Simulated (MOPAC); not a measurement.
MOPAC input (AM1):

```
AM1 1SCF CHARGE=-1 GEO-OK AUX(PRECISION=9) THREADS=1
CH2N

C    -0.70135988 1    0.09443554 1    0.00755393 1
N     0.53274901 1   -0.32205473 1   -0.03424666 1
H    -0.76010881 1    1.24268472 1    0.13805788 1
H     1.23902506 1    0.44508517 1    0.05634518 1
```

From the last part of the output:

```
                                                       MOPAC v23.2.5 Linux

          FINAL HEAT OF FORMATION =         56.79254 KCAL/MOL =     237.62001 KJ/MOL

          COSMO AREA              =         65.54 SQUARE ANGSTROMS
          COSMO VOLUME            =         47.54 CUBIC ANGSTROMS

          IONIZATION POTENTIAL    =          1.512559 EV
          HOMO LUMO ENERGIES (EV) =         -1.513  9.171
          NO. OF FILLED LEVELS    =          6
          MOLECULAR WEIGHT        =         28.0335         POINT GROUP:  Cs

          MOLECULAR DIMENSIONS (Angstroms)

            Atom       Atom       Distance
            H     4    H     3     2.15392
            H     3    C     1     1.05074
            N     2    H     4     0.00000

          SCF CALCULATIONS        =          1

   ATOM   CHEMICAL          X               Y               Z
  NUMBER   SYMBOL      (ANGSTROMS)     (ANGSTROMS)     (ANGSTROMS)

     1       C         -0.70135988  *   0.09443554  *   0.00755393  *
     2       N          0.53274901  *  -0.32205473  *  -0.03424666  *
     3       H         -0.76010881  *   1.24268472  *   0.13805788  *
     4       H          1.23902506  *   0.44508517  *   0.05634518  *

                             CARTESIAN COORDINATES

   1    C       -0.701359880     0.094435540     0.007553930
   2    N        0.532749010    -0.322054730    -0.034246660
   3    H       -0.760108810     1.242684720     0.138057880
   4    H        1.239025060     0.445085170     0.056345180

           Empirical Formula: C H2 N  =     4 atoms

      MOLECULAR POINT GROUP   :   Cs

                  EIGENVALUES
 -26.87635 -13.59989  -9.13095  -4.25837  -4.14599  -1.51256   9.17125  10.70701
  12.02144  14.36570

              NET ATOMIC CHARGES AND DIPOLE CONTRIBUTIONS

  ATOM NO.   TYPE          CHARGE      No. of ELECS.   s-Pop       p-Pop
    1          C          -0.406642        4.4066     1.63581     2.77083
    2          N          -0.416323        5.4163     1.74293     3.67339
    3          H          -0.139648        1.1396     1.13965
    4          H          -0.037387        1.0374     1.03739
 DIPOLE           X         Y         Z       TOTAL
 POINT-CHG.     0.510    -0.741    -0.082     0.903
 HYBRID         1.204     2.201     0.256     2.522
 SUM            1.714     1.460     0.174     2.258

          ATOMIC ORBITAL ELECTRON POPULATIONS

     Atom    s        px        py        pz
    1  C   1.63581   1.13321   0.95566   0.68196
    2  N   1.74293   1.04817   1.30374   1.32148
    3  H   1.13965
    4  H   1.03739

 **********************
 *                    *
 * JOB ENDED NORMALLY *
 *                    *
 **********************

 == MOPAC DONE ==
```

The dipole moment of an ion depends on the origin.

The geometry given is a B3LYP-D3(BJ)/def2-TZVP minimum.
